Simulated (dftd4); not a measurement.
C₂H₆N (SMILES C[CH-]N), charge -1, singlet, geometry from GFN2-xTB; D4 for tpss in dftd4.

The dftd4 input:
```
$ dftd4 mol.xyz --func tpss --charge -1 --json dftd4.json --noedisp --property

# file mol.xyz
9

C      1.17379428    -0.29888506    -0.03064780
C     -0.00061861     0.69049820    -0.11946954
N     -1.28175622    -0.07360499     0.01875596
H      2.13180660     0.23713849     0.01082447
H      1.16758703    -1.00712786     0.84854650
H      1.20574491    -0.94467985    -0.92468513
H      0.04801484     1.28923134     0.84658688
H     -1.25328855    -0.75326842     0.80694167
H     -1.36662521    -0.65573752    -0.81880195
```

**Question.** Predict the main parts of the log of this dftd4 run.

**Answer.** 
```
                    ____  _____ _____     ____  _  _
      -------------|  _ \|  ___|_   _|---|  _ \| || |------------
     |             | | | | |_    | | ___ | | | | || |_           |
     |             | |_| |  _|   | ||___|| |_| |__   _|          |
     |             |____/|_|     |_|     |____/   |_|            |
     |             ===================================           |
     |            E. Caldeweyher, S. Ehlert & S. Grimme          |
     |          Mulliken Center for Theoretical Chemistry        |
     |                    University of Bonn                     |
      -----------------------------------------------------------

Rational (Becke-Johnson) damping: tpss-D4-ATM
---------------------
  s6         1.0000
  s8         1.7660
  s9         1.0000
  a1         0.4282
  a2         4.5426
 alp        16.0000
--------------------

Atomic data, radii in Ångström:
------------------------------------------------------
   Z          R(cov)      r4/r2   hardness         EN
------------------------------------------------------
   6 C        1.0000     1.6431     0.4220     2.5500
   7 N        0.9467     1.4350     0.5044     3.0400
   1 H        0.4267     1.0622     0.4726     2.2000
------------------------------------------------------

Atomic reference systems (in atomic units):
----------------------------------------------------------------------------
   Z        #      CN     q+Z       C6(AA)   #      CN     q+Z       C6(AA)
----------------------------------------------------------------------------
   6 C      1  0.0000  6.0000      49.3833   2  0.9189  5.8288      52.1688
            3  1.9079  5.8579      35.6972   4  2.8312  5.7775      35.8445
            5  3.7487  5.7435      28.6317   6  2.9183  5.8956      32.2504
            7  0.8556  6.2103      25.6194
   7 N      1  0.0000  7.0000      25.3714   2  0.8583  6.6470      32.5496
            3  1.8399  6.6987      28.5877   4  2.5804  6.1757      42.3910
            5  0.9809  7.0000      18.1534
   1 H      1  0.0000  1.0000       7.6362   2  0.8942  1.0000       3.0374
----------------------------------------------------------------------------

Atomic properties (in atomic units):
----------------------------------------------------------------------------
     #    Z              CN          q      C6(AA)        C8(AA)   alpha(0)
----------------------------------------------------------------------------
     1    6 C        3.7398    -0.3288     30.7225      888.5473     8.0027
     2    6 C        2.7933    -0.1900     34.7863     1006.0801     9.6307
     3    7 N        2.6233    -0.7530     39.6457      874.6163     9.4266
     4    1 H        0.9234    -0.0202      3.4331       41.5007     2.8976
     5    1 H        0.9177    -0.0070      3.1837       38.4862     2.7907
     6    1 H        0.9227    -0.0031      3.1130       37.6304     2.7592
     7    1 H        0.9155     0.0194      2.7449       33.1815     2.5914
     8    1 H        0.8579     0.1381      1.4853       17.9544     1.9092
     9    1 H        0.8594     0.1447      1.4380       17.3830     1.8785
----------------------------------------------------------------------------

Molecular properties (in atomic units):
----------------------------------------
 molecular C6                 738.7946
 molecular C8               15351.7913
----------------------------------------

Dispersion energy:      -7.1898010124604E-03 Eh

[Info] JSON dump of results written to 'dftd4.json'
```
